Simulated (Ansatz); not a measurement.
Start from `NB(O)[SiH2]F` and change one atom or group to get `COB(N)O`.

Ansatz, PBE0-D4/def2-TZVP geometries, multiplicity 1. Each molecule was computed in one conformer, which needn't be the lowest.

```csv
property,`NB(O)[SiH2]F`
LUMO energy (ωB97M-V/def2-TZVPP) / eV,1.48
LUMO energy (PBE0/def2-TZVPP) / eV,-0.18
HOMO–LUMO gap (PBE0/def2-TZVPP) / eV,7.85
HOMO–LUMO gap (PBE/def2-TZVPP) / eV,5.63
LUMO energy (B3LYP/def2-TZVPP) / eV,-0.41
HOMO energy (ωB97M-V/def2-TZVPP) / eV,-10.22
```

**Question.** Give the same properties after the change, and the shifts. (Best estimate.)

**Answer.** Ansatz gave: 
| property | `COB(N)O` | shift |
| --- | --- | --- |
| LUMO energy (ωB97M-V/def2-TZVPP) / eV | 2.18 | 0.70 |
| LUMO energy (PBE0/def2-TZVPP) / eV | 0.86 | 1.04 |
| HOMO–LUMO gap (PBE0/def2-TZVPP) / eV | 8.44 | 0.59 |
| HOMO–LUMO gap (PBE/def2-TZVPP) / eV | 6.14 | 0.51 |
| LUMO energy (B3LYP/def2-TZVPP) / eV | 0.51 | 0.92 |
| HOMO energy (ωB97M-V/def2-TZVPP) / eV | -9.99 | 0.23 |

With PBE0 the HOMO rises by 0.46 eV and the LUMO rises by 1.04 eV, so the gap widens by about 0.58 eV. PBE moves the HOMO by 0.59 eV and ωB97M-V by 0.23 eV.

B3LYP here is the variant with VWN-RPA as its local correlation; programs differ in this.
